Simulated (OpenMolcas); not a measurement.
# Ag5+: input and output

Input:

```
&GATEWAY
Coord
1

Ag 0.0 0.0 0.0
Basis=ANO-R0
Group=XYZ
NoMove
AngMom=0.0 0.0 0.0
AMFI
&SEWARD
&RASSCF
FileOrb=start.orb
Symmetry=1
Spin=5
nActEl=6 0 0
Inactive=9 9
Ras2=5 0
CIRoot=5 5 1
SDav=5
CIMx=300
Iter=120 100
PrWF=0.3
OrbListing=Nothing
MaxOrb=0
Atom
>>> COPY $Project.JobIph JOB001
&RASSCF
FileOrb=start.orb
Symmetry=1
Spin=3
nActEl=6 0 0
Inactive=9 9
Ras2=5 0
CIRoot=45 45 1
SDav=45
CIMx=300
Iter=120 100
PrWF=0.3
OrbListing=Nothing
MaxOrb=0
Atom
CIOnly
>>> COPY $Project.JobIph JOB002
&RASSCF
FileOrb=start.orb
Symmetry=1
Spin=1
nActEl=6 0 0
Inactive=9 9
Ras2=5 0
CIRoot=50 50 1
SDav=50
CIMx=300
Iter=120 100
PrWF=0.3
OrbListing=Nothing
MaxOrb=0
Atom
CIOnly
>>> COPY $Project.JobIph JOB003
&RASSI
NrOfJobIphs=3 5 45 50
1 2 3 4 5
1 2 3 4 5 6 7 8 9 10 11 12 13 14 15 16 17 18 19 20 21 22 23 24 25 26 27
28 29 30 31 32 33 34 35 36 37 38 39 40 41 42 43 44 45
1 2 3 4 5 6 7 8 9 10 11 12 13 14 15 16 17 18 19 20 21 22 23 24 25 26 27
28 29 30 31 32 33 34 35 36 37 38 39 40 41 42 43 44 45 46 47 48 49 50
IphNames
JOB001
JOB002
JOB003
EJob
SpinOrbit
DIPRint=1.0
SOCoupling=1000.0
Subsets=2
MEES
Property=10
'ANGMOM' 1 'ANGMOM' 2 'ANGMOM' 3 'MLTPL  1' 1 'MLTPL  1' 2 'MLTPL  1' 3
'AMFI' 1 'AMFI' 2 'AMFI' 3 'MLTPL  2' 6
SOProperty=3
'ANGMOM' 1 'ANGMOM' 2 'ANGMOM' 3
```

Launched by
```bash
OMP_NUM_THREADS=1 MOLCAS_MEM=2252 MOLCAS_PROJECT=a pymolcas a.inp > a.log  # once for each step of the input, in one work folder
```

A driver script runs the steps one by one and writes start.orb anew before each from the orbitals found so far, so a CI-only block uses the converged orbitals of the first block.

Output, cut to the results:

```
--- SEWARD ---
Basis set label: AG.ANO-R...5S3P2D.

      Electronic valence basis set:
      ------------------
      Associated Effective Charge  47.000000 au
      Associated Actual Charge     47.000000 au
      Nuclear Model: Finite nucleus - Gaussian distribution
        Gaussian exponent, Xi/bohr**(-2):  2.03890E+08

      Shell  nPrim  nBasis  Cartesian Spherical Contaminant
         s      23       5        X
         p      16       3        X
         d      12       2                 X
                  Relativistic X2C integrals
                  Atomic mean-field integrals
--- RASSCF ---
Wave function specifications:
      -----------------------------

      Number of closed shell electrons          36
      Number of electrons in active shells       6
      Max number of holes in RAS1 space          0
      Max nr of electrons in RAS3 space          0
      Number of inactive orbitals               18
      Number of active orbitals                  5
      Number of secondary orbitals               1
      Spin quantum number                      2.0
      State symmetry                             1
Orbital specifications:
      -----------------------

      Symmetry species                           1   2
                                                ag  au
      Frozen orbitals                            0   0
      Inactive orbitals                          9   9
      Active orbitals                            5   0
      RAS1 orbitals                              0   0
      RAS2 orbitals                              5   0
      RAS3 orbitals                              0   0
      Secondary orbitals                         1   0
      Deleted orbitals                           0   0
      Number of basis functions                 15   9
      Number of CSFs                             5
      Number of root(s) required                 5
      Iter CI   SX   CI       RASSCF       Energy    max ROT     max BLB   max BLB  Level Ln srch  Step   QN
          iter iter root      energy       change     param      element    value   shift minimum  type update
 Nr of preliminary CI iterations:   1
      Total energies have been shifted. Add                -5000.00 au
        1   1    5    0  -305.65434412    0.00E+00  -2.68E-02    9  15 1  3.20E-01*  0.00   0.00    SX    NO
        2   1    4    0  -305.66565009   -1.13E-02* -1.47E-03    9  15 1  1.75E-02*  0.00   0.00    SX    NO
        3   1    3    0  -305.66567721   -2.71E-05* -8.24E-05    9  15 1  9.80E-04*  0.00   0.00    SX    NO
        4   1    3    0  -305.66567729   -8.58E-08* -4.67E-06    9  15 1  5.56E-05   0.00   0.00    SX    NO
        5   1    2    0  -305.66567729   -2.77E-10  -2.82E-07    9  15 1  3.16E-06   0.00   1.06    QN   YES
      Convergence after  5 iterations
        6   1    2    0  -305.66567729   -3.64E-12  -2.82E-07    2  15 1  1.99E-07   0.00   1.06    QN   YES
      Natural orbitals and occupation numbers for root  1
      sym 1:   2.000000   1.000000   1.000000   1.000000   1.000000
      Natural orbitals and occupation numbers for root  2
      sym 1:   1.000000   2.000000   1.000000   1.000000   1.000000
      Natural orbitals and occupation numbers for root  3
      sym 1:   1.000000   1.000000   1.000000   2.000000   1.000000
::    RASSCF root number  1 Total energy:  -5305.66567729
::    RASSCF root number  2 Total energy:  -5305.66567729
::    RASSCF root number  3 Total energy:  -5305.66567729
::    RASSCF root number  4 Total energy:  -5305.66567729
::    RASSCF root number  5 Total energy:  -5305.66567729
--- RASSCF ---
Wave function specifications:
      -----------------------------

      Number of closed shell electrons          36
      Number of electrons in active shells       6
      Max number of holes in RAS1 space          0
      Max nr of electrons in RAS3 space          0
      Number of inactive orbitals               18
      Number of active orbitals                  5
      Number of secondary orbitals               1
      Spin quantum number                      1.0
      State symmetry                             1
Orbital specifications:
      -----------------------

      Symmetry species                           1   2
                                                ag  au
      Frozen orbitals                            0   0
      Inactive orbitals                          9   9
      Active orbitals                            5   0
...
--- RASSI ---
SPIN-FREE ENERGIES:
  (Shifted by EMIN (a.u.) =      -5305.6656772914)

 SF State       Relative EMIN(au)   Rel lowest level(eV)    D:o, cm**(-1)      L_eff

     1             0.0000000000        0.0000000000              0.0000         2.0
     2             0.0000000000        0.0000000000              0.0000         2.0
     3             0.0000000000        0.0000000000              0.0000         2.0
     4             0.0000000000        0.0000000000              0.0000         2.0
     5             0.0000000000        0.0000000000              0.0000         2.0
     6             0.0852585969        2.3200046117          18712.0991         5.0
     7             0.0852585969        2.3200046117          18712.0991         5.0
     8             0.0852585969        2.3200046117          18712.0991         5.0
     9             0.0852585969        2.3200046117          18712.0991         5.0
    10             0.0852585969        2.3200046117          18712.0991         5.0
    11             0.0852585969        2.3200046117          18712.0991         5.0
    12             0.0852585969        2.3200046117          18712.0991         5.0
    13             0.0852585969        2.3200046117          18712.0991         5.0
    14             0.0852585969        2.3200046117          18712.0991         5.0
    15             0.0852585969        2.3200046117          18712.0991         5.0
    16             0.0852585969        2.3200046117          18712.0991         5.0
    17             0.0958199902        2.6073947622          21030.0570         1.0
    18             0.0958199902        2.6073947622          21030.0570         1.0
    19             0.0958199902        2.6073947622          21030.0570         1.0
    20             0.0980468834        2.6679916157          21518.8036         3.0
    21             0.0980468834        2.6679916157          21518.8036         3.0
...
```

Levels above the lowest, from the spin-orbit matrix, grouped by J:

| Configuration | Term | J | E (cm-1) | Measured (cm-1) | g | Term weight % | Second |
| --- | --- | --- | --- | --- | --- | --- | --- |
| 4d6 | 5D | 4 | 0.0 | 0.0 | 1.496 | 98 |  |
| 4d6 | 5D | 3 | 1788 | 2692 | 1.498 | 99 |  |
| 4d6 | 5D | 2 | 2795 | 3953 | 1.499 | 98 |  |
| 4d6 | 5D | 1 | 3467 | 4941 | 1.499 | 98 | 2 3P(1) |
| 4d6 | 5D | 0 | 3785 | 5380 |  | 97 | 2 3P(1) |
| 4d6 | 3H | 6 | 19577 | 21512 | 1.161 | 97 | 3 1I |
| 4d6 | 3H | 4 | 19688 |  | 0.949 | 55 | 19 3F(1) |
| 4d6 | 3H | 5 | 20071 | 21812 | 1.060 | 84 | 16 3G |
| 4d6 | 3P(1) | 2 | 20546 |  | 1.487 | 95 | 2 3D |
| 4d6 | 3F(1) | 4 | 22608 |  | 1.080 | 58 | 36 3H |
| 4d6 | 3F(1) | 3 | 22890 | 24441 | 1.020 | 79 | 20 3G |
| 4d6 | 3F(1) | 2 | 23698 | 25306 | 0.678 | 97 | 3 1D(1) |
| 4d6 | 3G | 5 | 25330 | 27958 | 1.174 | 84 | 16 3H |
| 4d6 | 3P(1) | 1 | 25605 | 28232 | 1.464 | 94 | 4 3D |
| 4d6 | 3P(1) | 0 | 26378 |  |  | 82 | 16 1S(1) |
| 4d6 | 3G | 4 | 26875 | 29660 | 1.068 | 79 | 14 3F(1) |
| 4d6 | 3G | 3 | 27362 | 30361 | 0.819 | 79 | 20 3F(1) |
| 4d6 | 1I | 6 | 30455 | 34194 | 1.006 | 97 | 3 3H |
| 4d6 | 3D | 2 | 31556 | 32650 | 1.166 | 90 | 5 1D(1) |
| 4d6 | 3D | 1 | 31908 |  | 0.541 | 96 | 4 3P(1) |
| 4d6 | 3D | 3 | 32137 |  | 1.327 | 97 |  |
| 4d6 | 1G(1) | 4 | 33158 | 37481 | 1.009 | 88 | 7 3F(1) |
| 4d6 | 1S(1) | 0 | 38115 |  |  | 81 | 15 3P(1) |
| 4d6 | 1D(1) | 2 | 39520 | 41372 | 1.010 | 89 | 5 3D |

Against the 16 measured excited levels shown (the list in Gamrath, thesis, University of Mons (2023)) the mean absolute deviation is 2100 cm-1; the largest miss in energy is 4d6 1G4(1): computed 33158, measured 37481 cm-1 (-11.5 %), and the largest in proportion 4d6 5D3 (-33.6 %).

Without dynamic correlation excited terms often stand tens of per cent too high (terms of higher spin than the ground term too low), and those without a measured partner can miss by more than the paired ones. Terms from blocks run as CI alone lack orbitals of their own. The basis is small and was not contracted for so high a charge. Measured partners are found by configuration, term and J. A level has none where our copy of the source lacks it or the pairing is in doubt (some pairs that miss far off the trend of their configuration count as doubtful), and it then counts in no deviation. Only configurations of the active space appear. The table shows the lowest 24 of 34 levels.

The RASSCF and RASSI steps took 19 s on 1 thread of Arm Neoverse V1, with other jobs on the host; the integral step is not counted.

The term weight is that of the spin-free term in the level, not the purity of its configuration. A number in round brackets counts repeated terms of one configuration in the order of the reference energies.
